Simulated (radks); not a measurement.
Results of a calculation; reference values are marked as such.
Problem. Valence configurations of the silver ion Ag+ (all share [Kr]). Level of theory: Dirac Kohn-Sham, PBEsol, spin-unpolarised, spherical densities, finite nucleus; open shells are shared between the two j in proportion to 2j + 1; Fermi nuclear charge, rms radius 4.5454 fm (a radial shooting solver on a logarithmic mesh with Libxc functionals). Order these by energy: 4d8 5p2; 4d8.5 5s0.5 5p1; 4d9 5p1; 4d10; 4d8.5 5s1.5; 4d9.5 5p0.5; 4d9.5 5s0.5; 4d7.5 5s0.5 5p2; 4d8 5s1 5p1; 4d9 5s1.

Solution. From the lowest, in eV above it: 4d10 0.000; 4d9.5 5s0.5 2.452; 4d9.5 5p0.5 5.110; 4d9 5s1 5.420; 4d8.5 5s1.5 8.933; 4d9 5p1 11.027; 4d8.5 5s0.5 5p1 14.797; 4d8 5s1 5p1 19.142; 4d8 5p2 25.403; 4d7.5 5s0.5 5p2 30.609. NIST lists [Kr] 4d10 as the ground configuration; this level of theory agrees among the configurations tried. The energies are those of spherical spin-averaged densities, not of single terms.
